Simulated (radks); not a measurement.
The numbers below are computed, except where a source is named.
Mean orbital radii <r> (bohr) of neutral selenium, [Ar] 3d10 4s2 4p4, at several levels of relativity; Dirac values are averaged over j with weights 2j + 1. Spin-unpolarised spherical Kohn-Sham, PBE, point nucleus unless stated (finite: rms radius 4.14 fm), a radial shooting solver on a logarithmic mesh with Libxc functionals. A level marked "c x" has the speed of light scaled by that factor and shares open shells by 2j + 1; other Dirac levels either fill j = l - 1/2 first or share by 2j + 1.

1s: non-rel. 0.04499; scalar-rel. 0.04408; Dirac, low j first 0.04408; Dirac, 2j+1 shares, finite nucleus 0.04408; change of magnitude, last against first (%) -2.03
2s: non-rel. 0.2000; scalar-rel. 0.1959; Dirac, low j first 0.1957; Dirac, 2j+1 shares, finite nucleus 0.1957; change of magnitude, last against first (%) -2.16
2p: non-rel. 0.1728; scalar-rel. 0.1711; Dirac, low j first 0.1710; Dirac, 2j+1 shares, finite nucleus 0.1710; change of magnitude, last against first (%) -1.02
3s: non-rel. 0.5850; scalar-rel. 0.5740; Dirac, low j first 0.5739; Dirac, 2j+1 shares, finite nucleus 0.5739; change of magnitude, last against first (%) -1.90
3p: non-rel. 0.5943; scalar-rel. 0.5896; Dirac, low j first 0.5895; Dirac, 2j+1 shares, finite nucleus 0.5894; change of magnitude, last against first (%) -0.81
3d: non-rel. 0.6279; scalar-rel. 0.6306; Dirac, low j first 0.6307; Dirac, 2j+1 shares, finite nucleus 0.6307; change of magnitude, last against first (%) +0.45
4s: non-rel. 1.828; scalar-rel. 1.795; Dirac, low j first 1.797; Dirac, 2j+1 shares, finite nucleus 1.796; change of magnitude, last against first (%) -1.76
4p: non-rel. 2.308; scalar-rel. 2.302; Dirac, low j first 2.306; Dirac, 2j+1 shares, finite nucleus 2.302; change of magnitude, last against first (%) -0.22
